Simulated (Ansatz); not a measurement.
Cost and result for the atomization energy of `[CH2][GeH3]` radical (7 atoms, 6 bonds).

Cartesian coordinates in Å:
```
C 1.055 0.179 -0.453
Ge -0.685 -0.109 0.306
H 1.243 0.962 -1.178
H 1.900 -0.456 -0.210
H -1.416 1.233 0.475
H -1.541 -1.007 -0.611
H -0.555 -0.802 1.672
```

Total charge 0; spin multiplicity 2. Correlated methods include outer-core shells of Ge, which these sets cover unevenly. Scalar relativity is left out up to krypton. Geometry: relaxed with PBE0-D4/def2-TZVP. Program: Ansatz. All runs use 2 threads of a server CPU on a shared host. Times are those of one run each, without the atoms' runs, and a repeat can differ threefold. Electronic energies, without spin–orbit coupling; frozen cores. CCSD(T)/CBS adds CCSD(T) − MP2 in def2-TZVPP to the MP2 limit, and its time is that of the two runs behind it. T1 = 0.012; ⟨S²⟩ of the reference is 0.76. With those shells the extrapolation isn't a true limit. HSE06 is the plane-wave form, built on full-range PBE exchange.

CCSD(T)/CBS is a level of theory with its own doubt, some kJ/mol a heavy atom from the limit and from the frozen cores, so smaller differences don't rank the functionals.

```tsv
level	functions	wall time
LDA (SPW92)/def2-TZVPP	149	1.1 s
revPBE-D4/def2-TZVPP	149	2.2 s
PBE0-D4/def2-TZVPP	149	2.6 s
BHLYP-D4/def2-TZVPP	149	3 s
HSE06-D4/def2-TZVPP	149	3.1 s
B2PLYP/def2-TZVPP	149	4.3 s
r2SCANh-D4/def2-TZVPP	149	5.5 s
CCSD(T)/def2-SVP	71	5.5 s
B97M-V/def2-TZVPP	149	10 s
ωB97M-V/def2-TZVPP (with forces)	149	12 s
MP2/def2-QZVPP	296	14 s
CCSD(T)/def2-TZVPP	149	77 s
CCSD(T)/CBS(def2)	–	91 s
```

(1) What atomization energy does each give, and how far from CCSD(T)/CBS? (An estimate is asked.)

## Answers

(1) Ansatz gave: 
```csv
level,atomization (kcal/mol),difference from CCSD(T)/CBS,per bond
LDA (SPW92)/def2-TZVPP,545.5,55.5,9.3
revPBE-D4/def2-TZVPP,479.8,-10.2,-1.7
PBE0-D4/def2-TZVPP,486.6,-3.4,-0.6
BHLYP-D4/def2-TZVPP,483.0,-7.0,-1.2
HSE06-D4/def2-TZVPP,486.6,-3.4,-0.6
B2PLYP/def2-TZVPP,483.6,-6.4,-1.1
r2SCANh-D4/def2-TZVPP,491.8,1.8,0.3
CCSD(T)/def2-SVP,464.6,-25.4,-4.2
B97M-V/def2-TZVPP,495.0,5.0,0.8
ωB97M-V/def2-TZVPP (with forces),486.2,-3.8,-0.6
MP2/def2-QZVPP,480.5,-9.5,-1.6
CCSD(T)/def2-TZVPP,482.3,-7.7,-1.3
CCSD(T)/CBS(def2),490.0,0.0,0.0
```

At CCSD(T), def2-SVP lies −25.5 kcal/mol from the extrapolated value and def2-TZVPP −7.7 kcal/mol: correlation converges slowly with the basis, and small sets miss more of it in the bonded molecule than in its fragments. In def2-TZVPP, CCSD(T) changes the Hartree–Fock value by +109.7 kcal/mol (the triples alone add +3.8 kcal/mol) and MP2 by +103.4 kcal/mol; breaking electron pairs costs correlation energy, which Hartree–Fock lacks. From PBE to PBE0 (25 % exact exchange), in def2-TZVPP and without D4, the atomization energy moves by −1.1 kcal/mol: exact exchange takes away binding that semilocal exchange gives to molecules.
